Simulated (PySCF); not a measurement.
Computed with PBE0-D3(BJ)/def2-TZVP // PBE-D3(BJ)/def2-SVP run with PySCF 2.14.0. Gas-phase values, no solvent. One relaxed conformer stands for a flexible species; it need not be the lowest. Delta-SCF ions had no search for a lower state. 

Reference species (SMILES): `[F][GeH2][F]` (neutral, multiplicity 1).

```
Property                                   Result
--------------------------------------  ---------
vertical ionisation energy (Delta-SCF)   12.61 eV
HOMO                                    -10.07 eV
```

Changed species: `[F][GeH2][GeH2][GeH2][GeH2][F]` (n = 4; the reference has n = 1).

Predict the effect on the vertical ionisation energy (Delta-SCF) and HOMO.

the vertical ionisation energy (Delta-SCF) drops by 3.07 eV, to 9.54 eV; the HOMO goes up by 2.11 eV, to -7.96 eV.
